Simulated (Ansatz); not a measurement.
## Ligand exchange: AuCl + GeH3(SH) → AuSH + GeH3Cl

Gas-phase species: AuCl (gold monochloride), singlet; GeH3(SH), singlet; AuSH `[SH][Au]`, singlet; GeH3Cl (chlorogermane) `[Cl][GeH3]`, singlet. The partners trade Cl for SH: Au–Cl and Ge–SH bonds give way to Au–SH and Ge–Cl.

Shapes, held fixed at every level: PBE0-D4/def2-TZVP. Programs: Ansatz 0.2.0. The zero-point and thermal change to 298 K, harmonic and unscaled (PBE0-D4/def2-TZVP), is -0.9 kJ/mol.

```tsv
level	kind	ΔH(298 K) (kJ/mol)	less CCSD(T)/def2-TZVPP
HF/def2-SVP	Hartree–Fock	-24.2	+26.9
B3LYP-D4/def2-TZVPP	global hybrid	-49.3	+1.8
r2SCAN0-D4/def2-TZVPP	global hybrid	-49.9	+1.2
wB97X-V/def2-TZVPP	range-separated hybrid	-40.3	+10.8
MP2/def2-SVP	perturbation theory	-61.6	-10.5
CCSD(T)/def2-SVP	coupled cluster or CI	-49.8	+1.3
CCSD/def2-SVP	coupled cluster or CI	-48.1	+3.0
CCSD(T)/def2-TZVPP	coupled cluster or CI	-51.1	0.0
```

The highest level, CCSD(T)/def2-TZVPP, gives ΔH(298 K) = -51.1 kJ/mol; the levels span -61.6 to -24.2. The column of differences is taken from that level and isn't an error. No measured value is set beside it here. For atoms past krypton def2 sets carry core potentials with scalar relativity. Relativity is left out for Ge. Outer-core shells of Au, Ge are correlated, in sets that cover them unevenly.
